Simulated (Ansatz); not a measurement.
Relaxation of GeH$_{4}$ (5 atoms, charge 0, multiplicity 1), to a largest force component of 0.03 eV/Å in at most 50 steps.

These are results of Ansatz, RKS BLYP-D4/def2-TZVP, not measurements.

```xyz
5
Properties=species:S:1:pos:R:3:forces:R:3
Ge -0.078 0.000 -1.054 0.07 0.01 0.14
H 1.207 0.012 1.376 -1.33 0.04 0.86
H 1.787 -0.006 0.961 1.24 -0.04 -0.99
H -0.816 1.142 -0.182 0.01 -0.02 -0.01
H -0.824 -1.148 -0.198 0.01 0.01 -0.01
```

Q: Where does it end, and by what steps?

A: The run converged. After 5 steps the energy has fallen by 0.152 eV; H3 moved furthest, 0.38 Å.

| step | energy less start (eV) | largest force component (eV/Å) | accepted |
| --- | --- | --- | --- |
| 0 | 0.0000 | 1.328 | yes |
| 1 | -0.0969 | 0.396 | yes |
| 2 | -0.1443 | 0.233 | yes |
| 3 | -0.1453 | 0.223 | yes |
| 4 | -0.1519 | 0.030 | yes |
| 5 | -0.1519 | 0.008 | yes |

```xyz
5
Properties=species:S:1:pos:R:3
Ge 0.156 0.001 -0.834
H 0.908 0.001 1.167
H 1.522 -0.003 0.687
H -0.654 1.153 -0.057
H -0.656 -1.152 -0.061
```

Whether the end is a true minimum wasn't checked by a vibrational analysis.

Run time: 6.5 s on 1 thread of Arm Neoverse V2 (shared host), peak memory 0.1 GiB.
